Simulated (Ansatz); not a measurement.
Reaction (cleavage of the Si–Si bond): `N[Si@H](Cl)[Si@@H](N)F` + HBr → `N[SiH](Cl)Br` + `N[SiH2]F`

Gas-phase electronic energies from Ansatz, PBE0-D4/def2-TZVP geometries. CCSD(T)/CBS is the MP2 limit (def2-TZVPP, def2-QZVPP) plus CCSD(T) − MP2 in def2-TZVPP, frozen cores. For Br outer-core shells are correlated without core-valence functions, which leaves a few kJ/mol of doubt a bond. Scalar relativity is left out up to krypton. Each species was taken in one conformer, which may not be the lowest.

```csv
species,MP2/def2-TZVPP energy (Eh)
`N[Si@H](Cl)[Si@@H](N)F`,-1250.62838
HBr,-2573.28961
`N[SiH](Cl)Br`,-3378.03484
`N[SiH2]F`,-445.92759
```

Question: Work out ΔE.

Answer: ΔE = (-3378.03484) + (-445.92759) − (-1250.62838) − (-2573.28961) = -0.04444 Eh = -27.9 kcal/mol. CCSD(T)/CBS gives -26.1 kcal/mol.

Largest T1 diagnostic among the species: 0.011.

From PBE to PBE0 (25 % exact exchange), in def2-TZVPP and without D4, ΔE moves by −1.9 kcal/mol. In def2-TZVPP, CCSD(T) changes the Hartree–Fock value by +4.9 kcal/mol (the triples alone add +0.6 kcal/mol) and MP2 by +2.1 kcal/mol. The D4 term adds +1.6 kcal/mol with B3LYP and +1.1 kcal/mol with PBE0; it sums over pairs of atoms, weighted by their polarisabilities, and B3LYP, whose exchange is more repulsive, gets the larger term.

B3LYP here is the variant with VWN-RPA as its local correlation; programs differ in this.
